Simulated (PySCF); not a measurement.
MI for M along the fifth-period p block

PBE0 with triple-zeta basis sets in PySCF, for the lowest determinant that a PBE0 search found; no spin–orbit coupling. De refers to high-spin ground-configuration atoms. A positive dipole means M(−)I(+).

```
 M         basis  state (unpaired electrons)  Re (Å)  ωe (cm⁻¹)  De (eV)  μ (D)
In  x2c-TZVPPall      singlet (closed shell)   2.772        176     3.67  -3.35
Sn  x2c-TZVPPall               doublet (π ↑)   2.718        197     3.10  -2.16
Sb    def2-TZVPP              triplet (π ↑↑)   2.683        210     2.42  -1.44
Te  x2c-TZVPPall               doublet (π ↑)   2.651        222     2.22  -0.41
 I  x2c-TZVPPall      singlet (closed shell)   2.663        225     2.01    n/a
```

The shortest bond is that of TeI (2.651 Å), the longest that of InI (2.772 Å).

The rows differ in basis set, which adds steps of its own.

The state changes along the series, so neighbouring rows are not always alike in their bonding.

Spin–orbit coupling is left out, which matters for elements this heavy, above all for dissociation energies. States were picked by a PBE0 search and need not be the measured ground states.
